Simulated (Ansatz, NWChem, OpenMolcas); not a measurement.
**CH3BFNO (SMILES NC1(F)BO1): methods side by side**

CH3BFNO has 8 atoms, charge 0, and is taken as a singlet. SMILES: `NC1(F)BO1`. Geometry: relaxed at PBE0-D4/def2-TZVP. This is one conformer, not always the lowest.

```xyz
8

N    -0.4310    1.1484    0.1846
C     0.0541   -0.0612   -0.2896
F     0.1221   -0.1327   -1.6583
B     0.3376   -1.3072    0.5151
O     1.3469   -0.4730    0.2553
H    -1.4395    1.1701    0.2114
H    -0.0753    1.9416   -0.3362
H     0.1772   -2.3431    1.0619
```

Quantity: the energy change with the N1–C2 bond stretched from 1.387 to 1.595 Å, in eV. The values are calculated.

```tsv
level	kind	program	value (eV)
BLYP/6-31G* (spherical functions) (restricted)	GGA	Ansatz	0.40
M06-L/6-31G* (spherical functions) (restricted)	meta-GGA	OpenMolcas	0.57
TPSS/6-31G* (spherical functions) (restricted)	meta-GGA	OpenMolcas	0.46
PBE0/6-31G* (spherical functions) (restricted)	global hybrid	NWChem	0.59
CAM-B3LYP/6-31G* (spherical functions) (restricted)	range-separated hybrid	Ansatz	0.58
HSE06/6-31G* (spherical functions) (restricted)	range-separated hybrid	Ansatz	0.59
RPA@PBE/6-31G* (spherical functions) (restricted)	RPA	Ansatz	0.45
RPA@PBE0/6-31G* (spherical functions) (restricted)	RPA	Ansatz	0.50
```

The first shape isn't each level's own minimum. The values span 0.40 to 0.59 eV.
